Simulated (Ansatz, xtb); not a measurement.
## Isomers of CH2FGe+ in order of energy

3 gas-phase structures of CH2FGe+, found in a search over its isomers (lower ones may exist). Each was relaxed with GFN2-xTB:

A. `F[C+]=[GeH2]`, a singlet
B. a singlet given by its coordinates
C. a singlet given by its coordinates

B (Å):

```yaml
atoms:
  - { symbol: C, position_ang: [-0.0234, -0.1506, -0.6993] }
  - { symbol: F, position_ang: [-0.0903, -0.4326, 0.7532] }
  - { symbol: Ge, position_ang: [0.9522, 1.3081, 0.2660] }
  - { symbol: H, position_ang: [0.4836, -1.0121, -1.1608] }
  - { symbol: H, position_ang: [-1.0639, -0.0541, -1.0465] }
```

Close contacts (Å): C1–F2 1.48, C1–Ge3 2.00, F2–Ge3 2.09, C1–H4 1.10, C1–H5 1.10.

C (Å):

```
atom    x (Å)    y (Å)    z (Å)
   C   1.0587  -0.1863   0.3299
   F  -1.7516  -1.0659  -1.5539
  Ge  -0.7170  -0.3109  -0.4144
   H   1.3967   0.8617   0.1908
   H   0.9704  -0.3970   1.4160
```

Close contacts (Å): C1–Ge3 1.93, F2–Ge3 1.71, C1–H4 1.11, C1–H5 1.11.

Question: Which do you expect lowest at r2SCAN-D4/def2-SVP, and how would the others follow?

Answer: Calculated order at r2SCAN-D4/def2-SVP: B (0.0), C (107.7), A (293.1) kJ/mol.

Energies above the lowest of each column, in kJ/mol; the last columns are at PBE0-D3(BJ)/def2-SVP geometries and were run for some of them only (a dash: not run or not comparable):

```tsv
structure	GFN2-xTB	HF/STO-3G	r2SCAN-D4/def2-SVP	PBE0-D3(BJ)/def2-SVP	CCSD(T)/def2-TZVPP
B	0.0	0.0	0.0	0.0	0.0
C	108.6	229.7	107.7	105.1	66.3
A	426.8	250.8	293.1	–	–
```

Every level run on B puts it lowest or level with the lowest. Some further structures that were screened fall inside this span and aren't listed. Frequencies (PBE0-D3(BJ)/def2-SVP) were run for B, C alone. Large T1 diagnostics make some coupled-cluster values less sure.

Programs: Ansatz 0.2.0, xtb 6.7.1.
